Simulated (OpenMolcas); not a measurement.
**In: effect of the level shift or regulariser**

```json
{"Program": "OpenMolcas", "Basis": "ANO-RCC [10s9p8d5f3g]", "Scalar Hamiltonian": "DKH2, point nucleus", "Active space": "3 electrons in 9 orbitals (RAS2 5s 5p; RAS3 5d, at most 2 electrons)", "State averaging": "2S+1 = 4 odd, 1 root (0 in the spin-orbit step); 2S+1 = 2 odd, 3 roots; 2S+1 = 4 even, 3 roots; 2S+1 = 2 even, 5 roots", "Spin-orbit coupling": "state interaction with AMFI integrals over the reference wave functions, term energies averaged over their components"}
```

Methods on the same reference wave functions:
A. RASSCF
B. SS-RASPT2, IPEA 0.25 Eh, imaginary shift 0.1 Eh (closed shells correlated: 4d)
C. SS-RASPT2, IPEA 0.25 Eh, sigma2 regulariser 0.3 Eh (closed shells correlated: 4d)

Energies in cm-1 above 5s2 5p 2P* 1/2, the measured ground level; measured values from NIST Handbook of Basic Atomic Spectroscopic Data.

```csv
Level,A,B,C,Measured
5s2 5p 2P* 1/2,0.0,0.0,0.0,0.0
5s2 5p 2P* 3/2,2174,2170,2170,2213
5s 5p2 4P 1/2,28967,34860,34810,34978
5s 5p2 4P 3/2,29714,35560,35500,36021
```

Deviations, from unrounded energies. A percentage is the sum of absolute deviations over the sum of measured energies, with the sign that they share, or ± where signs differ.

```json
{"Against measurement": "mean absolute deviation (cm-1)", "Levels": "3", "A": "4100", "B": "210", "C": "240"}
{"Against measurement": "fine structure of the ground term (%)", "Levels": "1", "A": "-1.8", "B": "-1.8", "C": "-1.8"}
{"Against measurement": "other configurations (%)", "Levels": "2", "A": "-17.3", "B": "-0.8", "C": "-1.0"}
```

B lies closest to measurement on these levels and A furthest from it. The largest miss of B in the table is 5s 5p2 4P 3/2, by -460 cm-1. The ranking rests on the paired levels alone, and a cruder setting can come out closer through cancelling errors.

Between B and C the level of the table that moves most is 5s 5p2 4P 1/2, by 52 cm-1 (lowest in C, highest in B). Moves below CASPT2's spread within the term are not significant.

The lowest spin-free term lies below A's lowest term by 0.461 hartree in B, 0.461 hartree in C.

Some high roots are left out of the spin-orbit mixing, which shifts the levels that they would mix with. The run also gave levels led by 5s2 5d, which use shells meant for correlation; these and all levels above them are left out. Without dynamic correlation excited terms often stand tens of per cent too high (terms of higher spin than the ground term too low), and those without a measured partner can miss by more than the paired ones (holds for A). Computed and measured levels are paired by configuration, term and J; levels that our copy of the source lacks, or whose pairing is in doubt (as where it misses far off the trend of its configuration), stay unpaired and out of the deviations. Levels of configurations outside the active space are missing. Levels that lie high or do not pair safely by name in every column are left out.

* marks odd parity.
